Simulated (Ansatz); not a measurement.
The Ansatz (a program for electronic structure) input:
Ansatz 0.2 input:
```yaml
crystal:
  periodic: [false, false, false]
  atoms:
    - {symbol: O, position_ang: [-0.02311961, 0.70996455, -0.01256427]}
    - {symbol: O, position_ang: [0.02311961, -0.70996455, 0.01256427]}
    - {symbol: H, position_ang: [0.91389752, 0.94248526, -0.03262698]}
    - {symbol: H, position_ang: [-0.91389752, -0.94248526, 0.03262698]}
basis:
  gaussian:
    orbitals: pcseg-0.json
hamiltonian:
  xc: b3lyp
```
The basis file holds pcseg-0 in the JSON format of the Basis Set Exchange.

Question: What number of basis functions does Ansatz with B3LYP/pcseg-0 give?

Answer: 22

Question: Give the total energy at the level B3LYP/pcseg-0.

Answer: -151.0919 Eh
